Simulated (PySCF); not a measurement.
Zn(I)(Me), SMILES [CH3][Zn][I] (PBE0/def2-SVP optimised geometry):

```
6

Zn    -0.058     0.160     0.000
I      2.387     0.160     0.000
C     -1.997     0.157    -0.003
H     -2.387     0.468     0.978
H     -2.382    -0.850    -0.224
H     -2.385     0.850    -0.765
```

Computed with PBE0/def2-TZVP, def2 effective core potentials past Kr (PySCF).

Q: What are the frontier orbital energies and the dipole moment?

A: HOMO-2 -8.16 eV, HOMO-1 -7.51 eV, HOMO -7.51 eV, LUMO -0.73 eV, LUMO+1 -0.35 eV; dipole moment 2.09 D.
